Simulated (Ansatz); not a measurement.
## Ansatz (development build ahead of 0.2.0) run

```yaml
crystal:
  periodic: [false, false, false]
  atoms:
    - { symbol: Be, position_ang: [0.0, 0.0, 0.70508] }
    - { symbol: H, position_ang: [0.0, 0.0, -0.70508] }
basis:
  gaussian: { orbitals: STO-3G }
magnetization:
  spin_polarized: true
  initial_magnetization: 1
hamiltonian:
  xc: hf
correlation:
  method: ccsd_t
  frozen_orbitals: { Be: 0, H: 0 }
```

The input is written out in the form of the current development build from the run's settings.

Output:

```yaml
Converged: yes
Reference_energy: -14.93117 hartree
CCSD_correlation_energy: -0.02353 hartree
Triples_correction: -0.00030 hartree
Total_energy: -14.95500 hartree
Spin_squared_of_the_determinant: 0.752
```
